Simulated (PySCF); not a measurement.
CH₆GaN, SMILES [NH2][GaH][CH3].

Coordinates come from a B3LYP-D3(BJ)/def2-SVP optimisation. Other conformers were not sampled.

These are B3LYP-D3(BJ)/def2-SVP (PySCF) values and carry that method's errors.

Frequencies are harmonic and unscaled.

Problem. Give all harmonic wavenumbers and intensities. (Estimate from the structure and the level; the computed values follow.)

Solution. 
```json
[
 {"mode": "1", "ν (cm⁻¹)": "68", "IR (km/mol)": "0.1", "Raman (Å⁴/amu)": "0.3", "depolarisation": "0.75", "moving atoms (share of kinetic energy)": "H 93 %"},
 {"mode": "2", "ν (cm⁻¹)": "160", "IR (km/mol)": "1.7", "Raman (Å⁴/amu)": "2.1", "depolarisation": "0.75", "moving atoms (share of kinetic energy)": "H 32 %, N 27 %, C 23 %, Ga 18 %"},
 {"mode": "3", "ν (cm⁻¹)": "309", "IR (km/mol)": "157.8", "Raman (Å⁴/amu)": "1.3", "depolarisation": "0.75", "moving atoms (share of kinetic energy)": "H 78 %, N 17 %"},
 {"mode": "4", "ν (cm⁻¹)": "368", "IR (km/mol)": "54.5", "Raman (Å⁴/amu)": "0.7", "depolarisation": "0.75", "moving atoms (share of kinetic energy)": "H 94 %"},
 {"mode": "5", "ν (cm⁻¹)": "537", "IR (km/mol)": "39.0", "Raman (Å⁴/amu)": "3.2", "depolarisation": "0.63", "moving atoms (share of kinetic energy)": "H 95 %"},
 {"mode": "6", "ν (cm⁻¹)": "541", "IR (km/mol)": "8.3", "Raman (Å⁴/amu)": "2.8", "depolarisation": "0.75", "moving atoms (share of kinetic energy)": "H 99 %"},
 {"mode": "7", "ν (cm⁻¹)": "562", "IR (km/mol)": "10.0", "Raman (Å⁴/amu)": "17.6", "depolarisation": "0.18", "moving atoms (share of kinetic energy)": "C 64 %, H 21 %, Ga 13 %"},
 {"mode": "8", "ν (cm⁻¹)": "700", "IR (km/mol)": "73.8", "Raman (Å⁴/amu)": "13.6", "depolarisation": "0.23", "moving atoms (share of kinetic energy)": "N 65 %, Ga 19 %, H 16 %"},
 {"mode": "9", "ν (cm⁻¹)": "713", "IR (km/mol)": "24.1", "Raman (Å⁴/amu)": "0.4", "depolarisation": "0.75", "moving atoms (share of kinetic energy)": "H 80 %, C 17 %"},
 {"mode": "10", "ν (cm⁻¹)": "745", "IR (km/mol)": "101.9", "Raman (Å⁴/amu)": "6.4", "depolarisation": "0.74", "moving atoms (share of kinetic energy)": "H 79 %, N 18 %"},
 {"mode": "11", "ν (cm⁻¹)": "767", "IR (km/mol)": "56.0", "Raman (Å⁴/amu)": "3.2", "depolarisation": "0.58", "moving atoms (share of kinetic energy)": "H 79 %, C 18 %"},
 {"mode": "12", "ν (cm⁻¹)": "1222", "IR (km/mol)": "5.9", "Raman (Å⁴/amu)": "2.5", "depolarisation": "0.13", "moving atoms (share of kinetic energy)": "H 81 %, C 19 %"},
 {"mode": "13", "ν (cm⁻¹)": "1433", "IR (km/mol)": "2.1", "Raman (Å⁴/amu)": "9.3", "depolarisation": "0.75", "moving atoms (share of kinetic energy)": "H 95 %"},
 {"mode": "14", "ν (cm⁻¹)": "1434", "IR (km/mol)": "1.4", "Raman (Å⁴/amu)": "12.3", "depolarisation": "0.74", "moving atoms (share of kinetic energy)": "H 95 %"},
 {"mode": "15", "ν (cm⁻¹)": "1522", "IR (km/mol)": "22.6", "Raman (Å⁴/amu)": "7.1", "depolarisation": "0.69", "moving atoms (share of kinetic energy)": "H 89 %, N 10 %"},
 {"mode": "16", "ν (cm⁻¹)": "1953", "IR (km/mol)": "195.2", "Raman (Å⁴/amu)": "152.7", "depolarisation": "0.21", "moving atoms (share of kinetic energy)": "H 99 %"},
 {"mode": "17", "ν (cm⁻¹)": "3029", "IR (km/mol)": "7.0", "Raman (Å⁴/amu)": "138.0", "depolarisation": "0.00", "moving atoms (share of kinetic energy)": "H 97 %"},
 {"mode": "18", "ν (cm⁻¹)": "3116", "IR (km/mol)": "7.5", "Raman (Å⁴/amu)": "89.6", "depolarisation": "0.75", "moving atoms (share of kinetic energy)": "H 91 %, C 9 %"},
 {"mode": "19", "ν (cm⁻¹)": "3131", "IR (km/mol)": "9.8", "Raman (Å⁴/amu)": "87.4", "depolarisation": "0.75", "moving atoms (share of kinetic energy)": "H 91 %, C 9 %"},
 {"mode": "20", "ν (cm⁻¹)": "3569", "IR (km/mol)": "15.7", "Raman (Å⁴/amu)": "183.4", "depolarisation": "0.11", "moving atoms (share of kinetic energy)": "H 96 %"},
 {"mode": "21", "ν (cm⁻¹)": "3670", "IR (km/mol)": "18.0", "Raman (Å⁴/amu)": "105.4", "depolarisation": "0.74", "moving atoms (share of kinetic energy)": "H 91 %, N 9 %"}
]
```
